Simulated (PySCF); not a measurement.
CH2NO, SMILES [NH]C=O (connectivity only; charge and spin as stated), charge -1, multiplicity 1. Heavy atoms are numbered as in [NH:1][CH:2]=[O:3]. Hydrogens are named by the atom that carries them.

Coordinates come from a B3LYP-D3(BJ)/def2-SVPD optimisation. The multiplicity is an assumed one; other spin states were not compared. The isomer is the one that the SMILES or the coordinates give; other isomers of the formula were not compared. One conformer was computed; it need not be the lowest.

Calculation: r2SCAN/def2-TZVPD (PySCF).

ESP charges are fitted to the potential on shells at 1.4 to 2.0 van der Waals radii. Atomic charges (e), one atom of each kind:

```csv
atom,meta-Löwdin,ESP fit
N1 (NH),-0.67,-1.12
C2 (CH),0.23,0.74
O3,-0.69,-0.83
H on N1,0.14,0.33
H on C2,-0.01,-0.11
```
